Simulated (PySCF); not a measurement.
Gas-phase reaction: borazine + NH₃ ⇌ 3 BH₃ + 4 N

Computed with PySCF and rigid-rotor harmonic-oscillator thermochemistry at 1 bar. † marks an energy on the PBE0/def2-TZVP geometry and frequencies; other levels use their own. MP2 freezes the core. Open shells (unrestricted): N (multiplicity 4); the rest are closed-shell singlets. MP2 isn't extrapolated to the basis-set limit.

r2SCAN/def2-TZVP† gives ΔH°(298 K) = 2723 kJ.

Problem. What do PBE0/def2-TZVP, HF/def2-TZVP†, MP2/def2-SVP† give?

Solution. PBE0/def2-TZVP: 2775 kJ; HF/def2-TZVP†: 1617 kJ; MP2/def2-SVP†: 2628 kJ. For scale, ΔH°(298 K) is 2723 kJ at this level, 2762 kJ at ωB97M-V/def2-TZVP†, and runs from 1530 to 3861 kJ over the 18 levels computed.
